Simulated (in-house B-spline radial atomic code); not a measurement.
Results of a calculation; reference values are marked as such.
Two electrons in Ge: a parabolic dot with ħω = 0.511 meV in all three directions with an ionised donor at its centre

For Ge the NSM archive of the Ioffe Institute lists m_l = 1.6 m0, m_t = 0.08 m0 and ε = 16.2; the model takes one isotropic valley with the conductivity mass 3/(1/m_l + 2/m_t) = 0.117 m0, and so misses anisotropy and the other valleys. All triplets below are those of one valley; with several valleys two electrons can form a triplet in the 1s orbital itself, at an energy set by the valley splitting. Real donors also feel a central-cell potential, which shifts the ground state.

Effective-mass model with parabolic bands, a uniform dielectric constant, no image charges, no central-cell or spin-orbit terms. Two-electron levels come from full CI in B-splines with partial waves to l = 5 (up to 0.001 effective hartree above the limit).

Task: What are the effective units, and what is the potential in them?

Result: Ha* = 27211.386 meV × 0.117/16.2² = 12.13 meV and a* = 0.0529177 nm × 16.2/0.117 = 7.327 nm. The frequency is ω = 0.0421 Ha*, with −1/r added.

In these units the lowest s and p orbitals lie at -0.497366 and -0.102960, and their Coulomb and exchange integrals are J_ss = 0.629112, J_sp = 0.273029 and K_sp = 0.02236. Full CI gives -0.511142 for the ground singlet, -0.398055 for the sp triplet, -0.392359 for the sp singlet and -0.410604 for the lowest triplet of two s orbitals.

Task: What does it cost to add the second electron, to first order and exactly?

Result: To first order E = 2ε_s + J_ss = -0.365619, so the charging energy E(2) − 2E(1) is J_ss = 7.632 meV. CI gives -0.511142 − 2 × (-0.497366) = 0.483590, or 5.867 meV: relaxation and correlation lower it by 1.765 meV, 23.1 % of J_ss. The s² configuration of one-electron orbitals holds 69.2 % of the state, and the mean radius is 17.4 nm.

Task: How far above the singlet do the triplets lie?

Result: To first order the sp triplet lies at ε_s + ε_p + J_sp − K_sp = -0.349656, which is 0.1937 meV above 2ε_s + J_ss. CI gives -0.398055 − (-0.511142) = 0.113087, or 1.372 meV, 29 % of the orbital spacing of 4.785 meV. The ss triplet lies 1.22 meV up, so the lower of the two is the ss one, and its gap equals k_BT at 14.2 K. The sp singlet-triplet splitting is 0.0691 meV, against 2K_sp = 0.5425 meV.
